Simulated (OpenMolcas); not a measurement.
Ionisation energies of caesium

```
Program             : OpenMolcas
Basis               : ANO-RCC-VTZP [8s7p4d2f1g]
Scalar Hamiltonian  : DKH2, point nucleus
Spin-orbit coupling : RASSI with atomic mean-field integrals over the reference wave functions, term energies averaged over their components
```

Active shells in each charge state: the valence s, p shells, with orbitals averaged over the low states. Where CASPT2's correlated closed shells are named, they are those of the first ion.

A. CASSCF
B. SS-CASPT2, IPEA 0.25 Eh, imaginary shift 0.1 Eh (closed shells correlated: 5s 5p)
C. SS-CASPT2, IPEA 0 Eh, imaginary shift 0.1 Eh (closed shells correlated: 5s 5p)
D. SS-CASPT2, IPEA 0.25 Eh, imaginary shift 0.1 Eh (closed shells correlated: none)
E. SS-CASPT2, IPEA 0.25 Eh, imaginary shift 0.1 Eh (closed shells correlated: 4d 5s 5p)

Energies in eV between the lowest computed levels, named as in B; reference values from the NIST Atomic Spectra Database with their kind.

| From | To | A | B | C | D | E | Spin-orbit share in B | Reference |
| --- | --- | --- | --- | --- | --- | --- | --- | --- |
| Cs 6s 2S 1/2 | Cs+ 5p6 1S0 | 3.473 | 3.754 | 3.784 | 3.473 | 3.775 | +0.000 | 3.894 (measured) |

Error against the reference values, in %:

```
From  Reference      A     B     C      D     E
  Cs   measured  -10.8  -3.6  -2.8  -10.8  -3.1
```

Absolute error against the one measured value: A 0.42 eV, B 0.14 eV, C 0.11 eV, D 0.42 eV, E 0.12 eV.
